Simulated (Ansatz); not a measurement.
Cost and result up the ladder for GaB7 (8 atoms). Total charge 0; singlet. Geometry: PBE0-D4/def2-SVP.

```xyz
8

Ga    1.270    0.078   -1.305
B     1.057    0.399    1.418
B    -1.148   -1.140   -0.821
B     0.864   -1.123    1.138
B    -0.796    1.605   -0.317
B     0.321    1.613    0.772
B    -1.450    0.378   -1.024
B    -0.118   -1.810    0.139
```

Ansatz on 4 threads of Arm Neoverse V2 on a shared host. Times are rough, and most runs start from the orbitals of an earlier one. No level here is sound enough to serve as a yardstick. Binding counts from free atoms at the same level (Ga doublet, B doublet; other spins of the atoms weren't run), without zero-point energy or a counterpoise term.

LC-ωPBE has ω = 0.4 bohr⁻¹. HSE06 is defined as in plane-wave codes, on full-range PBE exchange. Correlated methods freeze 16 core orbitals; core or outer-core shells of Ga are correlated, in sets that lack core-valence functions. The rows differ in basis, and correlated rows in double-zeta sets carry the largest basis error. Another isomer (singlet) lies 2.49 eV lower at PBE0-D4/def2-TZVP; other spin states weren't run for this one.

Correlated methods converge slowly with the basis, most of all in double-zeta sets.

| level | functions | binding energy per atom (eV) | remarks |
| --- | --- | --- | --- |
| r2SCAN-D4/def2-TZVP | 265 | 3.95 | restricted SCF unstable in HF |
| HSE06-D4/def2-TZVP | 265 | 3.96 | restricted SCF unstable in HF |
| PBE-D4/def2-TZVP (with forces) | 265 | 4.11 | restricted SCF unstable in HF |
| LC-ωPBE/def2-TZVP | 265 | 3.68 | restricted SCF unstable in HF |
| PBE0-D4/def2-TZVP | 265 | 3.95 | restricted SCF unstable in HF |
| CCSD(T)/def2-SVP | 130 | 3.51 | restricted SCF unstable |

Question: Estimate how long each takes.

Answer: PBE-D4/def2-TZVP (with forces) 3.6 s; PBE0-D4/def2-TZVP 4.2 s; HSE06-D4/def2-TZVP 4.4 s; r2SCAN-D4/def2-TZVP 5.5 s; LC-ωPBE/def2-TZVP 6.5 s; CCSD(T)/def2-SVP 16 s. On shared hardware such times vary by a factor of up to 3.
